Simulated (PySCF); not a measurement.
SMILES O[Si](O)(O)I (H₃IO₃Si), singlet, PBE0/def2-SVP optimised geometry.

```
8

O     -1.19    -1.93     1.34
Si    -0.63    -1.16     0.00
O     -1.19    -1.93    -1.34
O      1.00    -1.16     0.00
I     -1.45     1.16     0.00
H     -2.14    -1.93     1.49
H     -1.00    -1.52    -2.19
H      1.45    -0.68     0.70
```

Density from PBE0/def2-TZVP, def2 effective core potentials past Kr (PySCF) at that geometry. The core electrons that the potentials of I replace are not part of the density.

Minimum of the electron density along straight lines between bonded atoms, close to the bond critical point (lines longer than 1.1 times the sum of covalent radii, or with two minima, are not listed):

```tsv
bond	length / Å	ρ at the minimum / e bohr⁻³	∇²ρ there / e bohr⁻⁵	position (fraction from the first atom)
O1–Si2	1.638	0.144	0.84	0.59
Si2–O3	1.638	0.144	0.84	0.41
Si2–O4	1.638	0.144	0.84	0.41
Si2–I5	2.467	0.080	-0.05	0.34
O1–H6	0.962	0.353	-2.43	0.81
O3–H7	0.962	0.353	-2.43	0.81
O4–H8	0.962	0.353	-2.43	0.81
```
